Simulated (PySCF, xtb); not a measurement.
NbO₂, SMILES [O]=[Nb]=[O] (connectivity only; charge and spin as stated), neutral, multiplicity 2.

Harmonic wavenumbers (cm⁻¹) from GFN2-xTB run with xtb at its own minimum, in rising order: 220, 739, 741.

### Question
What does B3LYP-D3(BJ)/def2-TZVP in PySCF 2.14.0 give at its own minimum? (The exact figures need the calculation; the answer reports its results.)

### Answer
354, 959, 1011. Paired by order, the mean absolute difference is 208 cm⁻¹ and the zero-point energies are 2.4 and 3.3 kcal/mol.
